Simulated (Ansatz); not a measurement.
`C[SiH2]CCCl` and `C[SiH2][CH2][GeH3]` differ in one atom or group.

Ansatz, PBE0-D4/def2-TZVP geometries, multiplicity 1. Each molecule was computed in one conformer, which needn't be the lowest.

Scalar relativity is left out up to krypton.

```
                             property  `C[SiH2]CCCl`
  LUMO energy (B3LYP/def2-TZVPP) / eV           0.10
    LUMO energy (PBE/def2-TZVPP) / eV          -0.58
   LUMO energy (PBE0/def2-TZVPP) / eV           0.37
HOMO energy (ωB97M-V/def2-TZVPP) / eV         -10.45
  HOMO energy (B3LYP/def2-TZVPP) / eV          -7.93
LUMO energy (ωB97M-V/def2-TZVPP) / eV           2.03
```

(1) What does the change do to each property? (Best estimate.)

## Answers

(1) The calculation gave: 
```tsv
property	`C[SiH2][CH2][GeH3]`	shift
LUMO energy (B3LYP/def2-TZVPP) / eV	0.39	0.29
LUMO energy (PBE/def2-TZVPP) / eV	-0.14	0.44
LUMO energy (PBE0/def2-TZVPP) / eV	0.65	0.28
HOMO energy (ωB97M-V/def2-TZVPP) / eV	-10.58	-0.13
HOMO energy (B3LYP/def2-TZVPP) / eV	-8.21	-0.28
LUMO energy (ωB97M-V/def2-TZVPP) / eV	2.17	0.14
```

With PBE0 the HOMO falls by 0.23 eV and the LUMO rises by 0.28 eV, so the gap widens by about 0.51 eV. PBE moves the HOMO by -0.38 eV and ωB97M-V by -0.13 eV.

B3LYP here is the variant with VWN-RPA as its local correlation; programs differ in this.
